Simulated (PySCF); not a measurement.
# Correlation energy of B+ (boron, charge +1)

[He] 2s1 3s1, high-spin 3S determinant (an excited configuration). Calculation: PySCF 2.14, in aug-cc-pVTZ-DK; scalar relativity by spin-free X2C-1e. Frozen: 1s2; 2 electrons correlated.

With two correlated electrons CCSD is exact within the correlated space (frozen core and kept virtual orbitals).

```csv
level,correlation energy (mhartree)
CCSD,-8.03
```

Diagnostics: T1 = 0.011, D1 = 0.0218, largest double amplitude 0.075.

The outer electron is Rydberg-like, and this basis confines it to a smaller radius and binds it less than a complete one would.

Cost of the coupled-cluster step: about 0.4 core-seconds, for 2 correlated electrons.
